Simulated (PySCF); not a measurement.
## Which is lower?

Two relaxed structures of ZnBHS, closed shell (PBE0-D4/def2-TZVP; forces vanish, vibrations not checked).

A:

```
4
angstrom
S -2.3885 1.0228 0.2276
B -0.9148 0.3906 0.0868
Zn 0.9502 -0.4077 -0.0924
H 2.3613 -1.0132 -0.2268
```

B:

```
4
angstrom
S -2.4101 1.1512 0.0765
B -1.2530 0.5041 0.9738
Zn 1.0367 -0.5281 -1.3204
H -0.4332 0.0423 1.6769
```

Computed with PySCF 2.14 with density fitting (its default auxiliary sets; JK sets also for MP2 and CCSD(T)) (basis: def2-TZVPP); correlated methods freeze the cores. The 3s and 3p shells of Cu and Zn are frozen; filled d shells are correlated. B3LYP uses VWN-RPA correlation.

**Question.** Which structure is lower at CCSD(T), and by how much? (An estimate is asked for; the value comes from the calculation.)

**Answer.** By the calculation: B, by 2.02 kcal/mol (electronic energy, against the other). By their contacts, A is ZnBHS ([S][B][ZnH]) and B is a complex of BHS ([BH][S]) + Zn.

**Question.** Do the other methods give the same order? (A judgement: the text doesn't fix the answer.)

**Answer.** Computed: Not all: r2SCAN-D4, MP2 give the other order.

```tsv
method	E(B) − E(A) (kcal/mol)
PBE-D4	-2.86
r2SCAN-D4	1.85
PBE0-D4	-1.61
B3LYP-D4	-7.44
wB97M-V	-1.39
HF	-6.91
MP2	0.60
CCSD	-3.04
CCSD(T)	-2.02
```

The T1 diagnostic stays at or below 0.019.

Labels in which every atom is bracketed show which atoms are joined, not bond orders.

For scale, one of the runs: CCSD(T)/def2-TZVPP, 151 basis functions, launched by `OMP_NUM_THREADS=2 python run.py`. Hardware: 2 CPU threads of an AMD EPYC 7B13, shared host. Wall time 110 s; peak host memory 0.99 GiB.
